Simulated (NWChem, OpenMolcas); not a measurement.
## How basis sets differ on AlSi2H5O (SMILES [SiH3][Al]1[O][SiH2]1)

AlSi2H5O has 9 atoms, charge 0, and is taken as a singlet. SMILES: `[SiH3][Al]1[O][SiH2]1`. Geometry: relaxed at PBE0-D4/def2-TZVP.

| atom | x (Å) | y (Å) | z (Å) |
| --- | --- | --- | --- |
| Si | -0.6529 | 1.7171 | -1.3347 |
| Al | -0.1249 | -0.1489 | 0.1628 |
| O | 1.3927 | -0.9653 | 0.4343 |
| Si | 0.4786 | -1.8777 | 1.5209 |
| H | -1.7638 | 1.3267 | -2.2449 |
| H | -1.1001 | 2.8864 | -0.5293 |
| H | 0.5265 | 2.1128 | -2.1502 |
| H | 0.4033 | -3.3276 | 1.1870 |
| H | 0.9290 | -1.7700 | 2.9369 |

Quantity: the dipole moment, in D. The values are calculated.

| level | kind | program | value (D) | CPU time |
| --- | --- | --- | --- | --- |
| HF/ANO-R0 (sfX2C) | Hartree–Fock | OpenMolcas | 1.41 | 5.2 s |
| HF/STO-3G | Hartree–Fock | NWChem | 3.06 | 2.7 s |
| HF/3-21G | Hartree–Fock | NWChem | 2.73 | 3.2 s |
| HF/6-31G* (spherical functions) | Hartree–Fock | OpenMolcas | 2.36 | 12 s |

The values span 1.41 to 3.06 D. Magnitudes only. Sets without polarisation functions give poor dipoles. CPU times are rough (shared hosts, several kinds of processor and program).
